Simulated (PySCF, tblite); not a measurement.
Isomers of C6H7ClO2S2, one GFN2-xTB conformer each. Single-point energies are computed at PBE0/pcSseg-1 (PySCF, gas phase, no added dispersion term), electronic only.

```tsv
SMILES	GFN2-xTB relative energy (kJ/mol)
Cc1cc(S(=O)(=O)Cl)sc1C	11.9
Cc1cc(C)c(S(=O)(=O)Cl)s1	0.0
Cc1csc(S(=O)(=O)Cl)c1C	0.0
```

Conformers: `[CH3:1][c:2]1[cH:3][c:4]([S:5](=[O:6])(=[O:7])[Cl:8])[s:9][c:10]1[CH3:11]` with C3–C4–S5–O6 157°; `[CH3:1][c:2]1[cH:3][c:4]([CH3:5])[c:6]([S:7](=[O:8])(=[O:9])[Cl:10])[s:11]1` with C4–C6–S7–O8 40°; `[CH3:1][c:2]1[cH:3][s:4][c:5]([S:6](=[O:7])(=[O:8])[Cl:9])[c:10]1[CH3:11]` with S4–C5–S6–O7 -145°.

**Question.** What does PBE0/pcSseg-1 give for the same structures?

**Answer.** 
```
                  SMILES  PBE0/pcSseg-1 E (Eh)  PBE0/pcSseg-1 (kJ/mol)  GFN2-xTB (kJ/mol)  point group
Cc1cc(C)c(S(=O)(=O)Cl)s1           -1638.85746                     0.0                0.0           C1
  Cc1csc(S(=O)(=O)Cl)c1C           -1638.85642                     2.8                0.0           C1
  Cc1cc(S(=O)(=O)Cl)sc1C           -1638.85628                     3.1               11.9           C1
```

Both levels put the same isomer lowest; measured from each level's own lowest isomer, the values differ by up to 8.8 kJ/mol (Cc1cc(S(=O)(=O)Cl)sc1C: 11.9 against 3.1). Neighbours under 10 kJ/mol apart (Cc1cc(C)c(S(=O)(=O)Cl)s1 and Cc1csc(S(=O)(=O)Cl)c1C; Cc1csc(S(=O)(=O)Cl)c1C and Cc1cc(S(=O)(=O)Cl)sc1C) can change places with a better method, another conformer or zero-point energy.

**Question.** Which frontier levels, dipoles and rotational constants go with these structures?

**Answer.** 
```csv
SMILES,"HOMO (eV, PBE0/pcSseg-1)",LUMO (eV),dipole (D),"A, B, C (MHz)"
Cc1cc(C)c(S(=O)(=O)Cl)s1,-7.46,-1.97,6.01,"1341, 541.8, 470.3"
Cc1csc(S(=O)(=O)Cl)c1C,-7.67,-2.00,5.80,"1252, 577.9, 482.7"
Cc1cc(S(=O)(=O)Cl)sc1C,-7.41,-2.01,6.56,"1457, 466.1, 427.0"
```

**Question.** What happens when harmonic zero-point energies from GFN2-xTB frequencies are added?

**Answer.** 
```csv
SMILES,ZPE (kJ/mol),electronic (kJ/mol),with ZPE (kJ/mol)
Cc1cc(C)c(S(=O)(=O)Cl)s1,316.2,0.0,0.0
Cc1csc(S(=O)(=O)Cl)c1C,316.9,2.8,3.4
Cc1cc(S(=O)(=O)Cl)sc1C,315.8,3.1,2.7
```

The zero-point energies span 1.1 kJ/mol. The lowest isomer stays, but the order above it changes.
